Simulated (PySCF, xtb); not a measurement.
C3H8OSi2, SMILES [SiH3][C@H]1OC=C[SiH2]1. The values are those of a single conformer.

Harmonic wavenumbers (cm⁻¹) from xtb with GFN2-xTB at its own minimum, in rising order: 73, 124, 152, 238, 384, 437, 478, 501, 508, 556, 622, 656, 699, 745, 762, 782, 792, 815, 840, 871, 882, 942, 1048, 1072, 1181, 1236, 1295, 1593, 2212, 2238, 2255, 2267, 2280, 2910, 3046, 3135.

Task: What does PBE-D3(BJ)/def2-SVP (PySCF) give at its own minimum? (The exact figures need the calculation; the answer reports its results.)

Result: 68, 148, 169, 241, 396, 446, 503, 535, 601, 625, 664, 715, 719, 737, 796, 856, 870, 880, 903, 919, 923, 954, 993, 1017, 1163, 1245, 1291, 1578, 2134, 2141, 2160, 2174, 2182, 3009, 3109, 3172. Paired by order, the mean absolute difference is 46 cm⁻¹ and the zero-point energies are 58.1 and 58.7 kcal/mol.
